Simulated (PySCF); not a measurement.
Compound: C₃H₁₀FSi₂ (doublet state).
Z-matrix (Å and degrees, GFN2-xTB geometry), rows numbered from 1:
```
C 
Si  1  1.9010
C   2  1.9104  1  110.97
C   3  1.5246  2  111.76  1    61.51
F   4  1.3972  3  109.00  2    53.52
Si  4  1.9217  3  113.95  2   174.28
H   1  1.0858  2  110.98  3   171.54
H   1  1.0894  2  110.97  3   -69.16
H   1  1.0872  2  111.84  3    51.23
H   2  1.4623  1  112.34  3   126.48
H   3  1.0905  2  109.84  1  -177.35
H   3  1.0901  2  111.39  1   -58.82
H   4  1.0974  3  109.61  2   -60.32
H   6  1.4613  4  107.68  3   -55.75
H   6  1.4604  4  108.93  3  -176.33
H   6  1.4642  4  106.40  3    63.65
```

The hyperfine couplings belong to this conformer and change with its torsions.

Identity: `F[C@@H]([SiH3])C[SiH]C` [radical].

The calculation used UKS B3LYP, pcH-1 on C F H Si, non-relativistic, mean-field spin-orbit, GIAO (PySCF). Isolated species at its GFN2-xTB geometry (one conformer only). A GFN2-xTB geometry isn't a minimum of the functional, and hyperfine couplings can be far from their values at a DFT geometry, by a factor of two or more for some ions and for spin on atoms past the first row. No stability test was run, so a lower SCF solution isn't excluded.

(1) The isotropic 29Si couplings are -446.2, -7.9 MHz. Assign them to Si2; Si6.

Answers

(1) 
| site | a_iso (MHz) | ρ(0) (bohr⁻³) | position | distance from Si2 (Å) | spin population | largest \|T\| (MHz) |
| --- | --- | --- | --- | --- | --- | --- |
| Si2 | -446.2 | +0.5032 | largest spin population | 0.00 | +0.97 | 172.8 |
| Si6 | -7.9 | +0.0090 | 3 bonds from Si2 | 4.64 | +0.01 | 2.5 |

ρ(0) is the spin density at the nucleus and T the dipolar tensor; a_iso includes a spin–orbit part; entries for several nuclei are means. The largest Mulliken spin population is on Si2 (+0.97). The angles at Si2 add up to 335.5°, so it is pyramidal.

Nuclei that the bonding pattern makes equivalent are averaged, as if the motion that swaps them (rotation, inversion, ring flip) were fast. The three 1H nuclei of mean +23.0 MHz run from 1.8 to 61.4 MHz in the frozen geometry.
